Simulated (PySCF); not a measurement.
## Working with the constants of RbCl

PBE0 constants of RbCl, ¹Σ⁺ (singlet), closed shell (PySCF, spin-free X2C with a Gaussian nucleus, basis sets Rb x2c-TZVPall, Cl x2c-TZVPall; masses 84.9118 and 34.9689 u):

- ωe: 236.9 cm⁻¹
- ωexe: 0.892 cm⁻¹
- Be: 0.088648 cm⁻¹
- αe: 0.000461 cm⁻¹
- D (centrifugal): 4.97e-08 cm⁻¹
- De to Rb + Cl: 4.26 eV

Q: Give the band origin of the fundamental and the first lines of its P and R branches.

A: ν0 = ωe − 2ωexe = 235.1 cm⁻¹, B0 = 0.088418, B1 = 0.087957 cm⁻¹.

```
J″  P(J″) − ν0  R(J″) − ν0
 0                   0.176
 1      -0.177       0.351
 2      -0.355       0.525
 3      -0.533       0.698
 4      -0.713       0.870
 5      -0.893       1.042
 6      -1.075       1.212
```

Q: Near which J would the R branch turn back, without centrifugal distortion?

A: At J ≈ (B0 + B1)/(2(B0 − B1)) − 1 ≈ 190.
